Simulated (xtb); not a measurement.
sulfur difluoride (F2S), singlet, at a GFN2-xTB geometry; GFN2-xTB (xtb 6.7.1).

Here is a job for xtb.
```
$ xtb mol.xyz --gfn 2 --acc 0.0001 --json

# file mol.xyz
3

F     -1.22261386    -0.51635383    -0.00299560
S     -0.00426607     0.57046599    -0.00656447
F      1.23019799    -0.49780793     0.01466578
```

What the program printed (banner, timings and long lists left out):

```
   ID    Z sym.   atoms
    1    9 F      1, 3
    2   16 S      2

           -------------------------------------------------
          |                Calculation Setup                |
           -------------------------------------------------

           -------------------------------------------------
          |                 G F N 2 - x T B                 |
           -------------------------------------------------

          ...................................................
          :                      SETUP                      :
          :.................................................:
          :  # basis functions                  18          :
          :  # atomic orbitals                  17          :
          :  # shells                            7          :
          :  # electrons                        20          :
          :  max. iterations                   250          :
          :  Hamiltonian                  GFN2-xTB          :
          :  restarted?                      false          :
          :  GBSA solvation                  false          :
          :  PC potential                    false          :
          :  electronic temp.          300.0000000     K    :
          :  accuracy                    0.0001000          :
          :  -> integral cutoff          0.6500000E+02      :
          :  -> integral neglect         0.1000000E-11      :
          :  -> SCF convergence          0.1000000E-09 Eh   :
          :  -> wf. convergence          0.1000000E-07 e    :
          :  Broyden damping             0.4000000          :
          :  net charge                          0          :
          :  unpaired electrons                  0          :
          ...................................................

 iter      E             dE          RMSdq      gap      omega  full diag
   1    -12.6807019 -0.126807E+02  0.131E+01    3.21       0.0  T
   2    -12.6920614 -0.113595E-01  0.503E+00    2.79       1.0  T
   3    -12.6928201 -0.758692E-03  0.110E+00    2.54       1.0  T
   4    -12.6929068 -0.866493E-04  0.248E-01    2.47       1.0  T
   5    -12.6929108 -0.405149E-05  0.641E-02    2.49       1.0  T
   6    -12.6929112 -0.405554E-06  0.262E-02    2.49       2.2  T
   7    -12.6929113 -0.788942E-07  0.287E-03    2.49      20.1  T
   8    -12.6929113 -0.214613E-08  0.122E-03    2.49      47.3  T
   9    -12.6929113 -0.395216E-09  0.666E-05    2.49     866.8  T
  10    -12.6929113  0.554223E-12  0.666E-05    2.49     866.2  T
  11    -12.6929113 -0.925482E-12  0.156E-06    2.49   36985.2  T
  12    -12.6929113 -0.124345E-13  0.222E-07    2.49  100000.0  T
  13    -12.6929113  0.532907E-14  0.477E-08    2.49  100000.0  T
  14    -12.6929113  0.000000E+00  0.148E-10    2.49  100000.0  T

   *** convergence criteria satisfied after 14 iterations ***

         :::::::::::::::::::::::::::::::::::::::::::::::::::::
         ::                     SUMMARY                     ::
         :::::::::::::::::::::::::::::::::::::::::::::::::::::
         :: total energy             -12.686630934389 Eh    ::
         :: gradient norm              0.000019906513 Eh/a0 ::
         :: HOMO-LUMO gap              2.489008320099 eV    ::
         ::.................................................::
         :: SCC energy               -12.692911306511 Eh    ::
         :: -> isotropic ES            0.017489375612 Eh    ::
         :: -> anisotropic ES         -0.000191568987 Eh    ::
         :: -> anisotropic XC          0.002544142236 Eh    ::
         :: -> dispersion             -0.000873793207 Eh    ::
         :: repulsion energy           0.006280372122 Eh    ::
         :: add. restraining           0.000000000000 Eh    ::
         :: total charge               0.000000000000 e     ::
         :::::::::::::::::::::::::::::::::::::::::::::::::::::

           -------------------------------------------------
          |                Property Printout                |
           -------------------------------------------------

    * Orbital Energies and Occupations

         #    Occupation            Energy/Eh            Energy/eV
      -------------------------------------------------------------
         1        2.0000           -0.8499712             -23.1289
         2        2.0000           -0.8378968             -22.8003
         3        2.0000           -0.7346214             -19.9901
         4        2.0000           -0.5802104             -15.7883
         5        2.0000           -0.5676660             -15.4470
         6        2.0000           -0.5512422             -15.0001
         7        2.0000           -0.5328104             -14.4985
         8        2.0000           -0.5275629             -14.3557
         9        2.0000           -0.5262982             -14.3213
        10        2.0000           -0.3871611             -10.5352 (HOMO)
        11                         -0.2956917              -8.0462 (LUMO)
        12                         -0.2382755              -6.4838
        13                         -0.0018676              -0.0508
        14                          0.0016283               0.0443
        15                          0.0155528               0.4232
        16                          0.2056834               5.5969
        17                          0.5600630              15.2401
      -------------------------------------------------------------
                  HL-Gap            0.0914694 Eh            2.4890 eV
             Fermi-level           -0.3414264 Eh           -9.2907 eV

     #   Z          covCN         q      C6AA      α(0)
     1   9 F        0.787    -0.213    11.366     3.982
     2  16 S        1.574     0.425   124.736    18.808
     3   9 F        0.787    -0.213    11.366     3.982

 Mol. C6AA /au·bohr⁶  :        312.194901
 Mol. C8AA /au·bohr⁸  :      11000.163043
 Mol. α(0) /au        :         26.772095

Wiberg/Mayer (AO) data.
largest (>0.10) Wiberg bond orders for each atom

 ---------------------------------------------------------------------------
     #   Z sym  total        # sym  WBO       # sym  WBO       # sym  WBO
 ---------------------------------------------------------------------------
     1   9 F    1.170 --     2 S    1.126
     2  16 S    2.252 --     1 F    1.126     3 F    1.126
     3   9 F    1.170 --     2 S    1.126
 ---------------------------------------------------------------------------

Topologies differ in total number of bonds
Writing topology from bond orders to xtbtopo.mol

molecular dipole:
                 x           y           z       tot (Debye)
 q only:       -0.006       0.866      -0.010
   full:       -0.005       0.701      -0.008       1.782
molecular quadrupole (traceless):
                xx          xy          yy          xz          yz          zz
 q only:       -2.335      -0.027       1.245      -0.025      -0.002       1.090
  q+dip:       -2.963      -0.027       0.630      -0.038       0.019       2.333
   full:       -2.198      -0.025       1.080      -0.024       0.000       1.118

           -------------------------------------------------
          | TOTAL ENERGY              -12.686630934389 Eh   |
          | GRADIENT NORM               0.000019906513 Eh/α |
          | HOMO-LUMO GAP               2.489008320099 eV   |
           -------------------------------------------------

normal termination of xtb
```
